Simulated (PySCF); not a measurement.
Computed spin Hamiltonian

Species: C₅H₆NO₂ (doublet state).
Atom-mapped SMILES: `[H]/[C:1]=[CH:2]\[O:3]/[CH:4]=[CH:5]\[NH:6][CH:7]=[O:8]` (hydrogens: H9 on C1; H10 on C2; H11 on C4; H12 on C5; H13 on N6; H14 on C7)

Cartesian coordinates in Å at the GFN2-xTB level; atoms count from 1:
```xyz
14
C5H6NO2 angstrom
C     -3.3578   -0.2514    0.5223
C     -2.3620   -0.3938    1.3347
O     -1.0021   -0.3617    1.0982
C     -0.5623   -0.2616   -0.1946
C      0.7109    0.0159   -0.4678
N      1.6658    0.2559    0.5130
C      2.9629    0.5276    0.2325
O      3.4374    0.5902   -0.8724
H     -3.6731   -0.0946   -0.4771
H     -2.5112   -0.5571    2.3981
H     -1.2874   -0.4434   -0.9730
H      1.0821    0.0643   -1.4774
H      1.3421    0.2191    1.4688
H      3.5540    0.6902    1.1524
```

The hyperfine couplings belong to this conformer and change with its torsions.

Theory: UKS B3LYP, pcH-1 on C H N O, non-relativistic, mean-field spin-orbit, GIAO (PySCF). The structure is a single GFN2-xTB conformer in the gas phase; no vibrational or solvent corrections. Couplings are sensitive to structure, and on GFN2-xTB geometries they can be far from those on DFT ones. No stability test was run, so a lower SCF solution isn't excluded.

| Property | Result |
| --- | --- |
| g1, g2, g3 | 2.00135, 2.00248, 2.00272 |
| g_iso | 2.00218 |
| Form of g | rhombic: the two nearest values differ by 18 % of g3 − g1 |
| ⟨S²⟩ | 0.7581 (exact 0.7500) |
| α and β electrons | 30, 29 |
| HOMO–LUMO gap, α and β orbitals | 5.50, 3.07 eV |
| Total energy | -399.23700 Eh |
| Basis functions | 260 |

Hyperfine couplings atom by atom, in MHz; T1 to T3 are the principal values of the dipolar part; ρ(0) is the spin density at the nucleus:

```
atom  isotope  a_iso     T1     T2     T3  Mulliken spin population  ρ(0) (bohr⁻³)
  C1      13C  306.4  -82.2  -61.6  143.8                      1.05         0.2725
  C2      13C   29.3  -16.4    3.1   13.3                     -0.12         0.0261
  O3      17O  -43.1  -23.4    8.6   14.8                      0.04         0.0711
  C4      13C    3.6   -1.0    0.1    1.0                      0.01         0.0032
  C5      13C   -1.4   -1.6    0.4    1.3                     -0.01        -0.0012
  N6      14N    0.7   -0.1   -0.1    0.2                      0.00         0.0022
  C7      13C    0.0   -0.2    0.0    0.2                      0.00         0.0000
  O8      17O    0.0   -0.3    0.0    0.4                      0.00         0.0000
  H9       1H   -3.3  -34.1   -6.0   40.0                     -0.01        -0.0007
 H10       1H   89.2   -6.9   -3.7   10.6                      0.04         0.0200
 H11       1H   -1.2   -5.3   -2.6    8.0                      0.00        -0.0003
 H12       1H    3.0   -0.8   -0.6    1.4                      0.00         0.0007
 H13       1H   -0.1   -0.9   -0.7    1.7                      0.00         0.0000
 H14       1H    0.4   -0.2   -0.2    0.5                      0.00         0.0001
```

The largest Mulliken spin populations are on C1 (+1.05) and C2 (-0.12). C1 is the only atom above +0.15. The positive populations add up to 1.14 and the negative ones to -0.14, together 2S = 1.

Axes: g1 points within 9° of the C2–H10 bond and g2 points within 11° of the C2–O3 bond.

Under fast tumbling the dipolar parts average out, and these isotropic splittings remain: 1 × 1H (H10, I = 1/2, 2 lines) with 3.18 mT, 1 × 1H (H9, I = 1/2, 2 lines) with 0.12 mT, 1 × 1H (H12, I = 1/2, 2 lines) with 0.11 mT and 1 × 1H (H11, I = 1/2, 2 lines) with 0.04 mT.

The 13C coupling of C1 (306.4 MHz) shows only in satellite lines or after enrichment, since that isotope makes up about 1.07 % of natural carbon.

The 17O coupling of O3 (-43.1 MHz) shows only in satellite lines or after enrichment, since that isotope makes up about 0.038 % of natural oxygen.

The spin density at the nucleus, in bohr⁻³, is negative for C5 (-0.0012), for instance. A restricted open-shell determinant has no negative spin density anywhere; here it arises because α and β orbitals differ (spin polarisation).
